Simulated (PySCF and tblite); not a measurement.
Results of a calculation; reference values are marked as such.
2 diastereomers of C4H9FSi, numbered alike:

```tsv
isomer	SMILES	descriptors (one enantiomer)
A	[F:1][C@H:2]1[CH2:3][CH2:4][C@@H:5]1[SiH3:6]	2S, 5S
B	[F:1][C@@H:2]1[CH2:3][CH2:4][C@@H:5]1[SiH3:6]	2R, 5S
```

Protocol: conformer search, at most 6 conformers an isomer, GFN2-xTB geometries, energies B3LYP/pcSseg-1 (IEF-PCM, water) (D3(BJ) added where defined), GIAO shieldings B3LYP/pcSseg-1 (IEF-PCM, water), weights at 298.15 K with GFN2-xTB thermal terms. Programs: PySCF with density fitting and tblite.

(1) What shifts does each isomer give (ppm; of two unlike H on one atom, a is the less shielded)?

Unscaled ²⁹Si shifts at such levels can be off by tens of ppm; differences between conformers or isomers are more reliable. Shifts are unscaled: against experiment ¹³C can be off by 15 ppm or more and ¹H by 0.8 ppm.

Answers

(1) 
A: ¹H (against TMS): 5.10 (H2, 1H), 2.67 (H3a, 1H), 2.47 (H3b, 1H), 2.32 (H5, 1H), 2.10 (H4a, 1H), 1.51 (H4b, 1H). ¹³C (against TMS): 96.6 (C2), 35.2 (C3), 29.4 (C5), 17.6 (C4). ²⁹Si (against TMS): -71.6 (Si6).

B: ¹H (against TMS): 5.57 (H2, 1H), 2.63 (H3a, 1H), 2.57 (H5, 1H), 2.46 (H3b, 1H), 1.99 (H4a, 1H), 1.66 (H4b, 1H). ¹³C (against TMS): 95.7 (C2), 33.1 (C3), 29.5 (C5), 16.3 (C4). ²⁹Si (against TMS): -75.2 (Si6). H not on carbon is left out.
